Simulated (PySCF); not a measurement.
**Electron correlation in P (phosphorus, neutral)**

[Ne] 3s2 3p3, high-spin 4S determinant. Computed with PySCF 2.14 in def2-TZVPPD (6s5p4d1f, 48 functions), with the non-relativistic Hamiltonian (point nucleus). Frozen: [Ne]; 5 electrons correlated.

```
  level  correlation energy (mhartree)
   CCSD                        -101.47
    (T)                          -3.94
CCSD(T)                        -105.41
```

Diagnostics: T1 = 0.0047, D1 = 0.0098, largest double amplitude 0.048.

Task: Is a single reference adequate?

Result: Yes: T1 lies below 0.03 and no double amplitude reaches 0.07.
